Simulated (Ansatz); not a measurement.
Consider the cleavage of the Si–B bond: `B[SiH2]B[SiH2]C` + `N[PH][AlH2]` → `C[SiH2]N[PH][AlH2]` + `B[SiH2]B`.

Calculated with Ansatz (gas phase, PBE0-D4/def2-TZVP geometries, no zero-point term in ΔE). CBS: MP2 limit from def2 TZ/QZ plus the TZ coupled-cluster correction, frozen cores. Functionals use def2-TZVPP. B3LYP here is the variant with VWN-RPA as its local correlation; programs differ in this. Each species was taken in one conformer, which may not be the lowest.

`B[SiH2]B[SiH2]C`:

Cartesian coordinates in Å:
```
B -1.786 1.665 -0.745
Si 0.106 1.922 -0.125
B 0.962 0.344 -1.017
Si 1.018 -1.476 -0.177
C -0.086 -1.694 1.323
H -2.208 2.229 -1.710
H -2.504 0.887 -0.188
H 0.676 3.234 -0.542
H 0.182 1.805 1.361
H 1.430 0.491 -2.109
H 0.710 -2.532 -1.188
H 2.452 -1.662 0.216
H -1.137 -1.562 1.053
H 0.028 -2.691 1.754
H 0.157 -0.958 2.093
```

`N[PH][AlH2]`:

Z-matrix (Å, degrees):
```
N
P 1 1.710
H 1 1.007 2 119.7
H 1 1.008 2 114.2 3 -135.4
Al 2 2.315 1 105.5 3 -56.1
H 2 1.432 1 106.6 3 45.7
H 5 1.588 2 116.5 1 164.3
H 5 1.587 2 121.6 1 -21.2
```

`C[SiH2]N[PH][AlH2]`:

```xyz
14

C     1.891   -0.579    1.290
Si    1.274    1.007    0.534
N    -0.112    0.739   -0.474
P    -1.555    0.053    0.135
Al   -2.529   -1.142   -1.595
H     2.747   -0.386    1.942
H     2.196   -1.288    0.517
H     1.107   -1.044    1.893
H     2.298    1.615   -0.361
H     0.966    1.971    1.628
H    -0.097    1.108   -1.411
H    -2.487    1.134    0.160
H    -1.643   -1.648   -2.812
H    -4.059   -1.540   -1.447
```

`B[SiH2]B`:

```xyz
9

B     0.667    0.291    1.434
Si   -0.556    0.625   -0.124
B    -0.096   -0.931   -1.308
H     0.324   -0.404    2.344
H     1.779    0.728    1.447
H    -0.260    1.927   -0.786
H    -1.988    0.595    0.288
H    -0.660   -1.978   -1.190
H     0.790   -0.854   -2.107
```

CCSD(T)/CBS gives -67.0 kJ/mol.

(1) Another level gave -60.1 kJ/mol. Which?
A. r2SCAN-D4/def2-TZVPP
B. PBE0/def2-TZVPP
C. PBE/def2-TZVPP
D. B3LYP/def2-TZVPP

Largest T1 diagnostic among the species: 0.015.

## Answers

(1) A. r2SCAN-D4 -60.1, B3LYP -65.5, PBE -47.4, PBE0 -54.5 kJ/mol.

In def2-TZVPP, CCSD(T) changes the Hartree–Fock value by +16.0 kJ/mol (the triples alone add +1.9 kJ/mol) and MP2 by +7.2 kJ/mol. From PBE to PBE0 (25 % exact exchange), in def2-TZVPP and without D4, ΔE moves by −7.1 kJ/mol.
